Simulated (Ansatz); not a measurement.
Two isomers of CH3FOSeSi: A = `F[Si]1([SeH])CO1`, B = `FC1O[SiH2][Se]1`.

Program: Ansatz. Geometries: PBE0-D4/def2-TZVP. ΔE: electronic, gas phase. CBS: MP2 limit from def2 TZ/QZ plus the TZ coupled-cluster correction, frozen cores. DFT in def2-TZVPP. B3LYP here is the variant with VWN-RPA as its local correlation; programs differ in this. For Se outer-core shells are correlated without core-valence functions, which leaves a few kJ/mol of doubt a bond. Scalar relativity is left out up to krypton. One conformer a species, not always the lowest.

Task: Which isomer does CCSD(T)/CBS put lower? Give the gap. (Estimate.)

Result: The calculation gave: A, by 29.1 kcal/mol.

Task: Give E(B) − E(A) in kcal/mol with B3LYP, CCSD/def2-TZVPP, r2SCAN-D4, ωB97M-V, B2PLYP, MP2/def2-TZVPP, PBE0-D4. (Best estimate.)

Result: The calculation gave: B3LYP 28.4, CCSD/def2-TZVPP 28.4, r2SCAN-D4 28.6, ωB97M-V 27.8, B2PLYP 28.9, MP2/def2-TZVPP 29.5, PBE0-D4 26.0. None reverses the order clearly.

Largest T1 diagnostic: 0.012.

In def2-TZVPP, CCSD(T) changes the Hartree–Fock value by +2.1 kcal/mol (the triples alone add −0.3 kcal/mol) and MP2 by +3.6 kcal/mol.
